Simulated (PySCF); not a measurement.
**ReO3, doublet: structure and spectrum**

Computed with PySCF, UPBE0, basis Re def2-TZVP with ECP60, O def2-TZVP (scalar-relativistic core potentials, no spin–orbit coupling, density fitting).

The structure is a minimum.

Coordinates in bohr (charge 0 multiplicity 2):
```
Re    0.0000    0.0000   -0.1499
O     3.1227    0.0000    0.5775
O    -1.5613    2.7043    0.5775
O    -1.5613   -2.7043    0.5775
```

```
Point group                                                                   : C3v
Bond lengths                                                                  : Re–O 1.697 Å (×3)
Bond angles                                                                   : O–Re–O 115.0° (×3)
Rotational symmetry number                                                    : 3
Lowest empty level (β)                                                        : -4.96 eV
Rotational constants                                                          : 0.2369, 0.2369, 0.1287 cm⁻¹
Dipole moment                                                                 : 2.03 D
Enthalpy at 298.15 K above 0 K                                                : 13.70 kJ/mol
Highest occupied level (α)                                                    : -8.83 eV
Atomisation energy without zero-point energy                                  : 1728 kJ/mol
Principal quadrupole moments (Buckingham, traceless) about the centre of mass : -3.57, -3.57, 7.15 D Å
Entropy at 298.15 K and 1 bar (electronic part: spin only)                    : 298.7 J/(mol K)
Spin squared ⟨S²⟩                                                             : 0.757
Heat capacity Cp at 298.15 K                                                  : 58.8 J/(mol K)
Principal polarisabilities                                                    : 32.7, 45.7, 45.7 bohr³
Zero-point energy                                                             : 23.7 kJ/mol
```

Harmonic modes (masses in u: Re 186.956, O 15.995):
```
symmetry  ω (cm⁻¹)  IR (km/mol, summed over degenerate members)  μ (u)     type
      a1       192                                         19.1  19.31     bend
       e       328                                          3.3  17.09     bend
       e      1019                                          355  17.93  stretch
      a1      1068                                          7.6  16.24  stretch
```

In C3v the vibrations span 2a1 + 2e.

Charges (e):
```
  atom  Mulliken  Löwdin  polar tensor  spin (Mulliken)  Mayer order to Re1
   Re1      1.34    0.87          1.82             1.07                   –
O2,3,4     -0.45   -0.29         -0.61            -0.02                1.97
```

Mulliken populations on Re1 (electrons outside its core potential): s 2.58, p 6.41, d 4.50, f 0.16.

Formally Re is in oxidation state +6, d1, with 1 unpaired electron. The Mulliken spin on Re is 1.07. The polar-tensor charge on Re, 1.82, is far below the formal one.

Other isomers or separated fragments may lie lower. Other spin states or occupations of the open shell can lie lower. Spin–orbit coupling, left out here, can matter for elements this heavy.

The final relaxation and frequency run took roughly 6 core-minutes on a shared host.
